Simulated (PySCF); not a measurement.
All numbers come from PBE0 in PySCF with Cl def2-TZVP, Se def2-TZVP; no relativity; density-fitted integrals. Open shells, if any, are unrestricted.

Problem. What shape and geometry does isolated singlet [ClSe2]+ take (every ligand bound to Cl)?

Solution. Counting electrons, chlorine keeps 2 of its valence electrons outside its bonds, so the VSEPR class is AX2E1 and the expected shape is bent (C2v), as computed. The lowest minimum found is a singlet of C2v symmetry with Cl–Se 2.085 Å (×2); Se–Cl–Se 123.8°. Its harmonic wavenumbers are 147 (a1), 367 (a1), 483 (b2) cm⁻¹ and its dipole moment is 0.18 D about the centre of mass.

Other isomers or separated fragments may lie lower.
